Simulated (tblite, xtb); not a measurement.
C6H12O2, charge +1, doublet, at a GFN2-xTB geometry (a state made from the parent by changing its charge; the spin is typed, not shown lowest). Base run: GFN1-xTB (xtb).

xtb was given this input:
```
$ xtb mol.xyz --gfn 1 --chrg 1 --uhf 1 --json

# file mol.xyz
20

C     -3.87859876     0.56907484    -0.23906773
C     -2.69519585    -0.32943690     0.01157181
C     -1.35165221     0.36119849    -0.07247986
C     -0.15743745    -0.53991423     0.16191148
O      0.98070711     0.29253839     0.42395932
C      2.14111931    -0.14015631    -0.02975134
C      3.30062485     0.70906270     0.41729083
O      2.26579798    -1.11327316    -0.72891355
H     -3.76309220     1.14165276    -1.15883222
H     -4.79595382    -0.01498766    -0.27916002
H     -4.01481834     1.30056336     0.56297046
H     -2.82366548    -0.83627884     0.97736436
H     -2.70688169    -1.15499881    -0.71818678
H     -1.31799885     1.16739233     0.67568311
H     -1.22772050     0.87440248    -1.03385711
H     -0.31201660    -1.19799783     1.02569627
H      0.09117320    -1.17675346    -0.70374835
H      2.93378746     1.67941786     0.74147963
H      4.01827272     0.80078337    -0.39478626
H      3.79371392     0.20371123     1.24815944
```

Programs used: tblite, xtb; a row that names a program was run with it.

Each row names what was changed in the base input (with any setting that the change needs).

| change | ΔE vs base (kJ/mol) | G_solv (kcal/mol) | SCF cycles |
|---|---|---|---|
| base | 0.00 | - | 17 |
| acc = 30 | 0.00 | - | 14 |
| program = tblite; method = gfn1; option = --spin-polarized | -4.45 | - | - |
| alpb = toluene | -139.7 | -33.77 | 16 |
| program = tblite; method = gfn1; option = (--guess, eeq) | 0.00 | - | - |
| etemp = 1000 | -4.92 | - | 16 |
| program = tblite; method = gfn1; option = (--etemp, 2000) | -18.39 | - | - |
| file = coord | 0.00 | - | 17 |
| alpb = water | -193.0 | -48.12 | 18 |
| etemp = 5000 | -77.5 | - | 11 |

ALPB and GBSA are two models with their own fitted parameters for each solvent, which aren't always the measured dielectric constant.
